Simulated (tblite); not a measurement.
C5H9B2ClO.
Structure used (GFN2-xTB), in Å, numbered top down from 1:
```xyz
18
C5H9B2ClO angstrom
C      4.199   -0.605   -0.956
C      2.859   -0.695   -0.429
C      1.737   -0.766    0.008
B      0.346   -0.887    0.602
Cl     0.138   -1.967    1.992
O     -0.697   -0.247    0.159
B     -1.791    0.365   -0.239
C     -2.151    1.801    0.356
C     -2.716   -0.316   -1.346
H      4.856   -0.154   -0.213
H      4.569   -1.602   -1.193
H      4.211    0.004   -1.859
H     -1.544    2.058    1.220
H     -3.197    1.868    0.644
H     -1.987    2.570   -0.397
H     -3.764   -0.295   -1.062
H     -2.638    0.224   -2.288
H     -2.439   -1.350   -1.540
```

Computed values, GFN2-xTB/tblite, gas phase, harmonic and unscaled. Errors from tens to a few hundred cm⁻¹ against measured bands are possible. The optimisation stopped once no atom felt more than 0.01 eV/Å.

Lowest wavenumbers of the output (negative numbers stand for imaginary wavenumbers):
```
mode    cm-1
  1     -52.8
  2     -36.5
  3      38.9
  4      49.5
  5      52.2
  6      62.4
  7      88.7
  8     138.9
```

Problem. Is this structure a minimum?

Solution. Not by this Hessian. 2 modes are imaginary beyond 20i (53i and 36i cm⁻¹), so at this level the point lies at or near a saddle of order 2. The curvature is small, so loose convergence or finite differences may be the whole cause.

Problem. Which atoms move in the imaginary modes?

Solution. 53i: H17 (methyl hydrogen) 19 %, H15 (methyl hydrogen) 19 %, H16 (methyl hydrogen) 18 %, H14 (methyl hydrogen) 18 %; 36i: H10 (methyl hydrogen) 34 %, H11 (methyl hydrogen) 34 %, H12 (methyl hydrogen) 32 %. These are shares of the mass-weighted motion.

Problem. What is the remedy?

Solution. Step along such a mode in both directions, optimise again with tighter thresholds and repeat the frequencies. The zero-point energy of this point (83.3 kcal/mol) counts the 46 real modes alone, and thermal corrections from it aren't those of a minimum.

Hardware: one thread of an Arm Neoverse N1, no GPU, on a shared host. Cost: 1.1 s wall. The figure is for the frequency step alone.
